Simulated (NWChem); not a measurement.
System: C3H5ClSi; SMILES C=C=C([SiH3])Cl

The following NWChem deck was run.

```
start job
memory heap 200 mb stack 900 mb global 1100 mb
geometry units angstroms noautoz
  C     -0.635145    -2.602751    -0.210106
  C     -0.303848    -1.354885    -0.002013
  C     -0.019232    -0.091288     0.195610
  Si    -1.255174     1.315096     0.015844
  Cl     1.600722     0.403231     0.661307
  H     -0.543545    -3.056077    -1.203320
  H     -1.008757    -3.233918     0.603782
  H     -2.576252     0.747395    -0.380052
  H     -0.767965     2.267159    -1.024942
  H     -1.370760     2.036754     1.316951
end
basis spherical
  * library def2-tzvp
end
dft
  xc b3lyp
  iterations 150
  semidirect filesize 400000000
  mulliken
end
task dft energy
```

Output (shortened):

```
             Northwest Computational Chemistry Package (NWChem) 7.3.0
             --------------------------------------------------------

 CS  symmetry detected

                             Geometry "geometry" -> ""
                             -------------------------

 Output coordinates in angstroms (scale by  1.889725989 to convert to a.u.)

  No.       Tag          Charge          X              Y              Z
 ---- ---------------- ---------- -------------- -------------- --------------
    1 C                    6.0000    -0.31264094    -2.67707295     0.00000000
    2 C                    6.0000    -0.11402764    -1.38448535     0.00000000
    3 C                    6.0000     0.03506243    -0.08275164     0.00000000
    4 Si                  14.0000    -1.38742130     1.14782726     0.00000000
    5 Cl                  17.0000     1.63666371     0.63873781     0.00000000
    6 H                    1.0000    -0.39592257    -3.23833723    -0.93723893
    7 H                    1.0000    -0.39592257    -3.23833723     0.93723893
    8 H                    1.0000    -2.67503184     0.39528208     0.00000000
    9 H                    1.0000    -1.29143548     2.00956381    -1.21458955
   10 H                    1.0000    -1.29143548     2.00956381     1.21458955

 Effective nuclear repulsion energy (a.u.)     242.8721517491

      Symmetry information
      --------------------

 Group name             Cs
 Group number              2
 Group order               2
 No. of unique centers     8

                                 NWChem DFT Module
                                 -----------------

 Summary of "ao basis" -> "ao basis" (spherical)
 ------------------------------------------------------------------------------
       Tag                 Description            Shells   Functions and Types
 ---------------- ------------------------------  ------  ---------------------
 C                         def2-tzvp                11       31   5s3p2d1f
 Si                        def2-tzvp                13       37   5s5p2d1f
 Cl                        def2-tzvp                13       37   5s5p2d1f
 H                         def2-tzvp                 4        6   3s1p

      Symmetry analysis of basis
      --------------------------

        a'        130
        a"         67

            General Information
            -------------------
          SCF calculation type: DFT
          Wavefunction type:  closed shell.
          No. of atoms     :    10
          No. of electrons :    54
           Alpha electrons :    27
            Beta electrons :    27
          Charge           :     0
          Spin multiplicity:     1
          Use of symmetry is: on ; symmetry adaption is: on
          Maximum number of iterations: 150
          AO basis - number of functions:   197
                     number of shells:    79
          Convergence on energy requested:  1.00D-06
          Convergence on density requested:  1.00D-05
          Convergence on gradient requested:  5.00D-04

              XC Information
              --------------
                         B3LYP Method XC Potential
                     Hartree-Fock (Exact) Exchange  0.200
                        Slater Exchange Functional  0.800 local
                    Becke 1988 Exchange Functional  0.720 non-local
              Lee-Yang-Parr Correlation Functional  0.810
                  VWN I RPA Correlation Functional  0.190 local

             Grid Information
             ----------------
          Grid used for XC integration:  medium
          Radial quadrature: Mura-Knowles
          Angular quadrature: Lebedev.
          Tag              B.-S. Rad. Rad. Pts. Rad. Cut. Ang. Pts.
          ---              ---------- --------- --------- ---------
          C                   0.70       49          13.0       434
          Si                  1.10       88          12.0       590
          Cl                  1.00       88          12.0       590
          H                   0.35       45          14.0       434
          Grid pruning is: on
          Number of quadrature shells:   458
          Spatial weights used:  Erf1

      Superposition of Atomic Density Guess
      -------------------------------------

 Sum of atomic energies:        -863.82612971

      Non-variational initial energy
      ------------------------------

 Total energy =    -866.100570
 1-e energy   =   -1672.370308
 2-e energy   =     563.397586
 HOMO         =      -0.277066
 LUMO         =      -0.029396

      Symmetry analysis of molecular orbitals - initial
      -------------------------------------------------

  Numbering of irreducible representations:

     1 a'          2 a"

  Orbital symmetries:

     1 a'          2 a'          3 a'          4 a'          5 a'
     6 a'          7 a'          8 a'          9 a"         10 a'
    11 a'         12 a'         13 a"         14 a'         15 a'
    16 a'         17 a'         18 a'         19 a"         20 a'
    21 a'         22 a"         23 a'         24 a"         25 a'
    26 a'         27 a"         28 a'         29 a"         30 a'
    31 a'         32 a'         33 a'         34 a"         35 a'
    36 a"         37 a'

------------------------------------------------------------
EAF file 0: "./job.aoints.0" size=383254528 bytes
------------------------------------------------------------
               write      read    awrite     aread      wait
               -----      ----    ------     -----      ----
     calls:      731         0         0         0         0
   data(b): 3.83e+08  0.00e+00  0.00e+00  0.00e+00
   time(s): 0.00e+00  0.00e+00  0.00e+00  0.00e+00  0.00e+00
rate(mb/s): 0.00e+00  0.00e+00
------------------------------------------------------------

     ---------------------------------------------
      Total Density - Mulliken Population Analysis
     ---------------------------------------------

[...]
```

Level: B3LYP/def2-TZVP. Geometry: optimised at PBE0/def2-SVP. B3LYP is NWChem's, with the RPA form of VWN correlation.
